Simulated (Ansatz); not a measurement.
A CCSD(T) single point on Cl$_{3}$HHfTe (`[Cl][Hf]([Cl])([Cl])[TeH]`).

```yaml
crystal:
  periodic: [false, false, false]
  atoms:
    - {symbol: Cl, position_ang: [-0.844502, -1.465876, 1.768262]}
    - {symbol: Hf, position_ang: [0.305904, -0.518725, -0.010918]}
    - {symbol: Cl, position_ang: [2.571064, -0.980090, 0.090075]}
    - {symbol: Cl, position_ang: [-0.635876, -1.261719, -1.997613]}
    - {symbol: Te, position_ang: [0.122711, 2.238661, 0.128195]}
    - {symbol: H, position_ang: [-1.519300, 1.987750, 0.021978]}
basis:
  gaussian: {orbitals: def2-SVP}
correlation: {method: ccsd_t}
```

```sh
$ ansatz run in.yaml --threads 4 --pin off --events-out ev --progress --plain --max-ram 10444MiB
```

The program prints (abridged):

```
Functional definition: HF
1182 factors; integrals over basis functions are off by at most 7.5e-4 eV
mean field evaluation 1: about -46076.7460 eV, gradient 2.9e1 eV
mean field evaluation 2: about -46076.8785 eV, gradient 2.9e1 eV
mean field evaluation 4: about -46079.8317 eV, gradient 2.1e0 eV
mean field evaluation 8: about -46079.8760 eV, gradient 1.9e-1 eV
mean field -46079.87650855 eV, -1693.4042276271 hartree, gradient 1.8e-6 eV, S^2 0.000000; 0 other end points of the search recorded, 0 dependent functions left out
19 core orbitals not correlated: weight in the atoms' cores, before any rotation towards them, 1.000 or more for the frozen orbitals, at most 0.000 for the correlated occupied ones
reference -46079.87650855 eV, -1693.4042276271 hartree; 25, 25 occupied and 73, 73 virtual orbitals, 1182 factors
second order -20.01482698 eV of doubles, -0.00000000 eV of singles
cycle   1  -20.40517411 eV  change   -3.9e-1 eV  update   1.5e-1
cycle   2  -20.88931638 eV  change   -4.8e-1 eV  update   5.8e-2
cycle   3  -21.04682386 eV  change   -1.6e-1 eV  update   2.8e-2
cycle   4  -21.03873703 eV  change    8.1e-3 eV  update   7.1e-3
cycle   5  -21.03498407 eV  change    3.8e-3 eV  update   2.6e-3
cycle   6  -21.03443145 eV  change    5.5e-4 eV  update   9.9e-4
cycle   7  -21.03444098 eV  change   -9.5e-6 eV  update   5.3e-4
cycle   8  -21.03454620 eV  change   -1.1e-4 eV  update   1.7e-4
cycle   9  -21.03462753 eV  change   -8.1e-5 eV  update   6.7e-5
cycle  10  -21.03459030 eV  change    3.7e-5 eV  update   2.2e-5
perturbative correction -0.69504050 eV, -0.0255422673 hartree
Total energy: -46101.60613935 eV, -1694.2027768302 hartree
```

It took 7.5 s on 4 threads of an Intel Xeon Platinum 8559C on a shared host, with 0.66 GiB of host memory at the peak.

MP2 recovers 92.1 % of the CCSD(T) correlation energy and the triples give 3.2 %; T1 = 0.0148.
